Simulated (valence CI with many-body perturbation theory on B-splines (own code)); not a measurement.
The numbers below are computed, except where a source is named.
Hyperfine factors and g values of Re³⁵⁺

Method: relativistic CI+MBPT: four valence electrons over a frozen Dirac-Fock core [Kr], a basis of 7 s, 7 p, 8 d, 6 f, 4 g, 1 h functions for each j, with the one-electron correlation potential Σ1 (screened to all orders), the two-electron term Σ2, the three-electron term Σ3, Breit, model QED; selected single and double excitations, second order for the rest, scaled by the run's own slope (own B-spline code, finite nucleus).

The last digits are not significant, and no measured levels were compared; by estimate large intervals hold to a few tenths of a per cent, small ones and those within an open d or f shell to about a per cent. The list stops below the first excitations out of the core.

A/g_I is the dipole constant over the nuclear g factor μ/I (μ in nuclear magnetons, uniformly magnetised nucleus), B/Q the quadrupole constant per barn. Both hold the static response of the core; the bare values leave it out. Large factors of s and p1/2 electrons are usually good to 5 to 10 %; those of open d and f shells near neutrality can be off by tens of per cent, and small factors of p3/2, d and f electrons come from cancelling terms and can be off by a factor of two or in sign, in half-filled shells by more. B is blank for J = 1/2, where it vanishes, and for nearly pure S terms. Energies count from the lowest level. Levels with J = 0 are left out.

Levels are named by their leading jj configuration (3d3/2^4 stands for four electrons in 3d with j = 3/2), which in mixed levels can hold well under half, so a name can repeat and another be missing. Letters in brackets count levels of one name in rising energy.

| Level | E (cm⁻¹) | g | A/g_I (MHz) | A/g_I bare | B/Q (MHz/b) | B/Q bare |
| --- | --- | --- | --- | --- | --- | --- |
| (4d3/2^3 4d5/2) J=1 | 127090 | 1.497 | -2390 | -1330 | 5420 | 5200 |
| (4d3/2^3 4d5/2) J=4 | 167750 | 1.079 | 16200 | 16200 | 891 | 735 |
| (4d3/2^3 4d5/2) J=2 | 170110 | 1.247 | 9880 | 10200 | 13600 | 13100 |
| (4d3/2^3 4d5/2) J=3 | 181750 | 1.152 | 14100 | 14200 | 10400 | 9960 |
| (4d3/2^2 4d5/2^2) J=2 [a] | 288310 | 1.223 | 5400 | 5740 | 10500 | 10100 |
| (4d3/2^2 4d5/2^2) J=4 [a] | 293630 | 1.154 | 12900 | 13000 | -6770 | -6600 |
| (4d3/2^2 4d5/2^2) J=3 [a] | 297820 | 1.156 | 10900 | 11000 | 2280 | 2190 |
| (4d3/2^2 4d5/2^2) J=5 | 313400 | 1.083 | 14800 | 14800 | 14000 | 13500 |
| (4d3/2^2 4d5/2^2) J=1 | 323720 | 1.110 | 16900 | 16900 | 1760 | 1670 |
| (4d3/2^2 4d5/2^2) J=6 | 324820 | 1.078 | 15800 | 15700 | 17300 | 16600 |
| (4d3/2^2 4d5/2^2) J=3 [b] | 337320 | 1.088 | 16600 | 16600 | 4260 | 4110 |
| (4d3/2^2 4d5/2^2) J=4 [b] | 338850 | 1.033 | 17100 | 16900 | -4910 | -4680 |
| (4d3/2^2 4d5/2^2) J=2 [b] | 342500 | 1.088 | 15200 | 15100 | 6300 | 6070 |
| (4d3/2^2 4d5/2^2) J=2 [c] | 381490 | 0.994 | 20600 | 20300 | -2400 | -2340 |
| (4d3/2^2 4d5/2^2) J=4 [c] | 394180 | 1.203 | 11200 | 11400 | 26900 | 25900 |
| (4d3/2^2 4d5/2^2) J=2 [d] | 429990 | 1.157 | 14200 | 14300 | -6990 | -6690 |
| (4d3/2 4d5/2^3) J=4 [a] | 453580 | 1.146 | 11000 | 11100 | -13800 | -13300 |
| (4d3/2 4d5/2^3) J=3 [a] | 455620 | 1.180 | 8500 | 8710 | 1970 | 1950 |
| (4d3/2 4d5/2^3) J=1 [a] | 470990 | 0.954 | 15500 | 15200 | 6730 | 6450 |
| (4d3/2 4d5/2^3) J=5 | 475020 | 1.142 | 12800 | 12900 | -9780 | -9450 |
| (4d3/2 4d5/2^3) J=6 | 479290 | 1.081 | 14700 | 14600 | 19900 | 19300 |
| (4d3/2 4d5/2^3) J=2 [a] | 499670 | 1.061 | 16600 | 16400 | 13300 | 12700 |
| (4d3/2 4d5/2^3) J=3 [b] | 506090 | 1.090 | 14500 | 14500 | 4640 | 4540 |
| (4d3/2 4d5/2^3) J=1 [b] | 548970 | 1.425 | 2440 | 3280 | -10400 | -10000 |
| (4d3/2 4d5/2^3) J=3 [c] | 549310 | 1.060 | 16000 | 15900 | 21600 | 20700 |
| (4d3/2 4d5/2^3) J=4 [b] | 554940 | 1.047 | 16200 | 16100 | 19900 | 19200 |
| (4d3/2 4d5/2^3) J=2 [b] | 564940 | 1.117 | 14200 | 14200 | -26200 | -25200 |
| (4d5/2^4) J=4 | 638850 | 1.161 | 10600 | 10800 | -18700 | -17900 |
| (4d5/2^4) J=2 | 671550 | 1.080 | 11600 | 11500 | 11400 | 11000 |

**Question.** Take the isotope of mass number 185, with I = 5/2, μ = 3.176 μN and Q = 2.07 b. What is the hyperfine structure of (4d3/2^3 4d5/2) J=4?

**Answer.** From the table A = 20600 MHz, B = 1840 MHz. Shifts from the centre of gravity in MHz: F = 3/2: -257000, F = 5/2: -206000, F = 7/2: -134000, F = 9/2: -41700, F = 11/2: 71700, F = 13/2: 206000.
